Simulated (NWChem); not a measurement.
# CaBrCl; SMILES [Cl][Ca][Br]

```xyz
3

Ca     0.0208     0.5828     0.0000
Cl    -0.1954     3.1181     0.0000
Br     0.2498    -2.1020     0.0000
```
Atoms are numbered in this order, from 1.

Results from NWChem. Coordinates come from a B3LYP/6-31G* (spherical d) optimisation. Vzz is the largest principal value of the second derivative of the potential at the nucleus (NWChem prints the opposite sign); η is the asymmetry. Non-relativistic.

| level | Vzz Ca1 (a.u.) | η Ca1 | Vzz Cl2 (a.u.) | η Cl2 | Vzz Br3 (a.u.) | η Br3 |
|---|---|---|---|---|---|---|
| PBE0/def2-TZVP | -1.098 | 0.00 | 0.259 | 0.00 | 0.698 | 0.00 |
| PBE0/def2-SVP | -0.848 | 0.00 | 0.287 | 0.00 | 0.770 | 0.00 |
| CAM-B3LYP/cc-pVTZ | -1.188 | 0.00 | 0.233 | 0.00 | (withheld) | 0.00 |
| CAM-B3LYP/def2-TZVP | -1.196 | 0.00 | 0.233 | 0.00 | 0.687 | 0.00 |

Q: Fill in the missing entries.

A: 
- CAM-B3LYP/cc-pVTZ, Vzz Br3 (a.u.): 0.631
